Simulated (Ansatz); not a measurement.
Job for Ansatz (a program for electronic structure): R-CCSD(T)/cc-pVTZ on CH5B (SMILES BC), atoms moved off the minimum.

Ansatz 0.2 input:
```yaml
crystal:
  periodic: [false, false, false]
  atoms:
    - {symbol: B, position_ang: [-0.44580990, -0.72078950, 0.08838080]}
    - {symbol: H, position_ang: [-0.07066865, -1.65046919, 0.76859698]}
    - {symbol: H, position_ang: [-1.55541714, -0.85270578, -0.37684826]}
    - {symbol: C, position_ang: [0.38013590, 0.57798326, -0.08889734]}
    - {symbol: H, position_ang: [0.11502219, 1.23187131, 0.70067365]}
    - {symbol: H, position_ang: [0.13948377, 1.12641734, -1.01212707]}
    - {symbol: H, position_ang: [1.45902500, 0.48250506, 0.02115376]}
basis:
  gaussian:
    orbitals: cc-pVTZ
magnetization: {spin_polarized: false}
correlation: {method: ccsd_t, electrons: outside_noble_gas}
scf: {lower_state_search: off}
output: {forces: true}
```

Question: Give the final energy of this run.

Answer: -65.7945 hartree (reference determinant -65.4645, T1 diagnostic 0.009).

Question: How many basis functions does it have, and what does it roughly cost on one machine?

Answer: 130 functions; very roughly 25 core-seconds.
